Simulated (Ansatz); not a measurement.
## Hg(BH4)2 in a box, plane waves

Ansatz 0.2.0, DFT PBE, scalar-relativistic, plane waves, PAW, molecule in a box. The geometry was relaxed with Gaussian bases (BP86; Hg def2-SVP with ECP60, B def2-SVP, H def2-SVP).

```yaml
crystal:
  lattice:
    - [11.21, 0.0, 0.0]
    - [0.0, 10.95, 0.0]
    - [0.0, 0.0, 15.45]
  atoms:
    - { symbol: Hg, position: [0.4999331, 0.49977626, 0.49989385] }
    - { symbol: B, position: [0.50066548, 0.52367489, 0.65007573] }
    - { symbol: H, position: [0.50982426, 0.44779087, 0.70852492] }
    - { symbol: H, position: [0.58933541, 0.58859361, 0.64411197] }
    - { symbol: H, position: [0.4014273, 0.57033242, 0.6468932] }
    - { symbol: H, position: [0.50880018, 0.41954977, 0.60392816] }
    - { symbol: B, position: [0.49920071, 0.47587763, 0.34971133] }
    - { symbol: H, position: [0.49004282, 0.55176164, 0.29126214] }
    - { symbol: H, position: [0.59843979, 0.42922009, 0.35289385] }
    - { symbol: H, position: [0.41053167, 0.4109589, 0.35567508] }
    - { symbol: H, position: [0.49106601, 0.58000183, 0.3958589] }
basis:
  ecutwfc: 420
  ecutrho_ratio: 4
kpoints:
  mp_grid: { grid: [1, 1, 1] }
hamiltonian:
  xc: pbe
scf:
  occupations: { method: gaussian, width: 0.01 }
output:
  forces: true
  eigenvalues: true
  populations: true
```

Command:
```sh
ansatz run input.yaml --threads 2 --pin off --max-ram 5120MiB --backend cpu --events-out ev --progress --plain --runs-dir out
```
It took 6.3 s on 2 threads of Intel(R) Xeon(R) Platinum 8259CL CPU @ 2.50GHz (Skylake/Cascade Lake), on a shared host, peak memory 1 GiB.

Problem. How does the SCF go?

Solution. 
```
SCF iter   1: F=—  HF=-14251.072356 eV  |F-HF|=—  |Δ(HF+E_count)|=         —  Δρ=1.54e-3
preconditioner: auto → Resta (q_TF=auto, 1.396 Å⁻¹)  ε∞=1.2  [insulator: Δε(μ)=5.290 eV  Ē_g=10.524 eV  σ=0.010 eV  W_gap=1.00  n_
SCF iter   2: F=—  HF=-14251.082373 eV  |F-HF|=—  |Δ(HF+E_count)|=   1.00e-2  Δρ=6.20e-4
SCF iter   3: F=—  HF=-14251.089416 eV  |F-HF|=—  |Δ(HF+E_count)|=   7.04e-3  Δρ=2.72e-4
SCF iter   4: F=—  HF=-14251.092157 eV  |F-HF|=—  |Δ(HF+E_count)|=   2.74e-3  Δρ=9.00e-5
SCF iter   5: F=—  HF=-14251.092580 eV  |F-HF|=—  |Δ(HF+E_count)|=   4.23e-4  Δρ=2.74e-5
SCF iter   6: F=—  HF=-14251.092544 eV  |F-HF|=—  |Δ(HF+E_count)|=   3.60e-5  Δρ=5.98e-6
SCF iter   7: F=-14251.092545 eV  HF=-14251.092545 eV  |F-HF|=2.44e-8  |Δ(HF+E_count)|=   9.09e-7  Δρ=9.88e-7
```

Problem. Which levels lie next to the highest filled one (eV, counted from it)?

Solution. Filled: -4.68, -4.36, -4.35, -3.99, -1.42, -1.41, -0.57, -0.45, -0.16, 0.00. Empty: 5.34, 5.83, 6.33, 7.18, 7.82, 8.06, 8.22, 8.38.

Problem. What forces are left at this geometry, relaxed with Gaussian bases (eV/Å)?

Solution. 
```
Hg   0.00  0.00  0.00
B    0.00  0.03  0.03
H   -0.03  0.20 -0.24
H   -0.24 -0.17  0.01
H    0.27 -0.13  0.00
H   -0.01  0.10 -0.04
B    0.00 -0.03 -0.03
H    0.03 -0.20  0.24
H   -0.27  0.13  0.00
H    0.24  0.17 -0.01
H    0.01 -0.10  0.04
```

The highest of the empty levels listed lie near the vacuum level and may be states of the box.

The forces come from the other functional as well as from the basis.

A frequency check found unstable modes (1, the lowest at -6 cm⁻¹), so the relaxed geometry is a saddle point, or these are noise.
